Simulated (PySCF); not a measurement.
## Two-photon absorption: `N#CC(Cl)=C=CCl`, C₄HCl₂N

Molfile (atoms numbered from 1):
```
C4HCl2N
     RDKit          3D

  8  7  0  0  0  0  0  0  0  0999 V2000
    2.6905    1.3501   -0.4396 N   0  0  0  0  0  0  0  0  0  0  0  0
    1.8551    0.5976   -0.1582 C   0  0  0  0  0  0  0  0  0  0  0  0
    0.8331   -0.3409    0.1884 C   0  0  0  0  0  0  0  0  0  0  0  0
    1.4019   -1.9000    0.7068 Cl  0  0  0  0  0  0  0  0  0  0  0  0
   -0.4461   -0.0476    0.1168 C   0  0  0  0  0  0  0  0  0  0  0  0
   -1.7166    0.2398    0.0280 C   0  0  0  0  0  0  0  0  0  0  0  0
   -2.6339    0.9176    1.3181 Cl  0  0  0  0  0  0  0  0  0  0  0  0
   -2.2861    0.0678   -0.8914 H   0  0  0  0  0  0  0  0  0  0  0  0
  1  2  3  0
  2  3  1  0
  3  4  1  0
  3  5  2  0
  5  6  2  0
  6  7  1  0
  6  8  1  0
M  END
```

Level of theory: TDDFT CAM-B3LYP/def2-TZVPD excited states, vertical, gas phase (PySCF). Geometry: PBE0-D3(BJ)/def2-SVP.

(1) How strongly do the lowest singlets absorb one photon, and two photons of half the energy?

Answers

(1) δ for parallel linear polarisation; σ at the peak of a Lorentzian of half width 0.1 eV, single beam; Ω is circular over linear.
```
state  E (eV)      f  photon λ (nm)  δ (au)  σ (GM)     Ω                                main
   S1    4.63  0.000            535    <0.1    0.00     –                    HOMO−1→LUMO 0.91
   S2    4.90  0.000            506    <0.1    0.00     –                    HOMO→LUMO+1 0.93
   S3    5.60  0.133            443     141    1.62  0.61  HOMO→LUMO 0.78, HOMO−1→LUMO+1 0.18
   S4    6.31  0.890            393    36.9    0.54  0.80  HOMO−1→LUMO+1 0.76, HOMO→LUMO 0.17
   S5    6.37  0.000            390    0.32    0.01  1.35  HOMO−3→LUMO 0.60, HOMO−2→LUMO 0.17
   S6    6.60  0.010            376    4.12    0.07  0.97  HOMO−2→LUMO 0.76, HOMO−3→LUMO 0.13
```

Among these, the strongest one-photon state is S4, the strongest two-photon state S3, with a dipole change of 0.9 D (relaxed, norm of the difference vector).
